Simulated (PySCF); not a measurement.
# Working out the ionisation energy of Cr

Cr [Ar] 3d5 4s1 (7S) → Cr⁺ [Ar] 3d5 (6S). Computed with PySCF 2.14 in aug-cc-pVQZ-DK (9s8p6d4f3g2h, 140 functions), with scalar relativity by spin-free X2C-1e. Frozen: [Ar]. Energies in hartree (1 hartree = 27.21139 eV):

```tsv
part	Cr (lower)	Cr⁺ (upper)
UHF	-1049.655140	-1049.434483
MP2 opposite-spin	0.000000	0.000000
MP2 same-spin	-0.101265	-0.082092
```

Question: What does Hartree-Fock give?

Answer: (-1049.434483) − (-1049.655140) = 0.220657 hartree = 6.004 eV.

Question: What do MP2 and SCS-MP2 (6/5 opposite-spin, 1/3 same-spin) give?

Answer: The opposite-spin parts differ by 0.000 eV and the same-spin parts by 0.522 eV. MP2: 6.004 + (0.000) + (0.522) = 6.526 eV. SCS-MP2: 6.004 + 1.2 × (0.000) + (0.522)/3 = 6.178 eV.

Measured between the centres of the two terms (NIST): 6.767 eV, so MP2 (valence) is off by -0.241 eV.

What remains against the reference includes basis incompleteness, the frozen core and correlation beyond second order.
